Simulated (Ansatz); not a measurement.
System: C$_{6}$H$_{11}$ (charge 0, doublet). It need not be the lowest isomer of its formula. 
Coordinates optimised at B3LYP-D3(BJ)/def2-TZVP (Ansatz, a program for electronic structure):
SMILES: CCC/[C]=C\C
```xyz
17

C      2.8421     0.3378     0.5537
C      1.5145     0.7355    -0.0823
C      0.5659    -0.4602    -0.2540
C     -0.7181    -0.1094    -0.8710
C     -1.9969    -0.0527    -0.6028
C     -2.6385    -0.4387     0.7114
H      3.5010     1.2003     0.6666
H      2.6909    -0.0975     1.5445
H      3.3648    -0.4030    -0.0563
H      1.0176     1.4945     0.5273
H      1.6883     1.1911    -1.0602
H      0.3833    -0.9191     0.7314
H      1.0651    -1.2299    -0.8534
H     -2.6828     0.2972    -1.3733
H     -1.8997    -0.7784     1.4369
H     -3.1748     0.4111     1.1420
H     -3.3672    -1.2403     0.5642
```
Charge 0, spin multiplicity 2.

Parts of the frozen-core correlation energy in 6-31G (Ansatz, hartree). Frozen orbitals: 6; correlated occupied orbitals by spin: 18 and 17; virtual: 52 and 53. Open shells are spin-unrestricted. Spin-orbit coupling is left out. No relativistic terms.

```
term                            value
-------------------------  ----------
reference (HF)             -233.44975
MP2 opposite-spin            -0.39585
MP2 same-spin              (withheld)
CCSD correlation           (withheld)
(T)                        (withheld)
T1 diagnostic                   0.025
largest doubles amplitude       0.089
<S^2> of the reference          0.968
```

Task: Some entries are withheld; supply them.

Result: 
- MP2 same-spin, value: -0.11062
- CCSD correlation, value: -0.58774
- (T), value: -0.01502
